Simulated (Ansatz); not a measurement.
`C#[C][Al]([CH3])[F]` + `[OH][GeH3]` → `[CH3][Al]([F])[O][GeH3]` + `C#C`  (ligand exchange at the Al–C bond)

Computed with Ansatz on PBE0-D4/def2-TZVP structures; ΔE is electronic, products minus reactants. CCSD(T)/CBS is the MP2 limit (def2-TZVPP, def2-QZVPP) plus CCSD(T) − MP2 in def2-TZVPP, frozen cores. This one scheme is used for every species. DFT in def2-TZVPP. B3LYP here is the variant with VWN-RPA as its local correlation; programs differ in this. For Ge outer-core shells are correlated without core-valence functions, which leaves a few kJ/mol of doubt a bond. Scalar relativity is left out up to krypton. One conformer a species, not always the lowest.

Is it downhill or uphill in electronic energy at CCSD(T)/CBS, and by how much? (Estimate.)

The calculation gave: Downhill: ΔE = -22.6 kcal/mol.

What do these levels give: PBE0-D4, B3LYP-D4, ωB97M-V, r2SCAN, B3LYP, MP2/def2-TZVPP, SCS-MP2/def2-TZVPP, CCSD/def2-TZVPP, HF/def2-QZVPP, SCS-MP2/def2-QZVPP, MP2/CBS(def2), CCSD/CBS(def2)? (Estimate.)

The calculation gave: PBE0-D4 -21.1, B3LYP-D4 -23.0, ωB97M-V -22.5, r2SCAN -21.9, B3LYP -22.4, MP2/def2-TZVPP -23.0, SCS-MP2/def2-TZVPP -23.3, CCSD/def2-TZVPP -23.3, HF/def2-QZVPP -24.5, SCS-MP2/def2-QZVPP -23.3, MP2/CBS(def2) -22.8, CCSD/CBS(def2) -23.1 kcal/mol.

Largest T1 diagnostic among the species: 0.013.

From PBE to PBE0 (25 % exact exchange), in def2-TZVPP and without D4, ΔE moves by −0.8 kcal/mol. In def2-TZVPP, CCSD(T) changes the Hartree–Fock value by +1.3 kcal/mol (the triples alone add +0.5 kcal/mol) and MP2 by +1.1 kcal/mol.
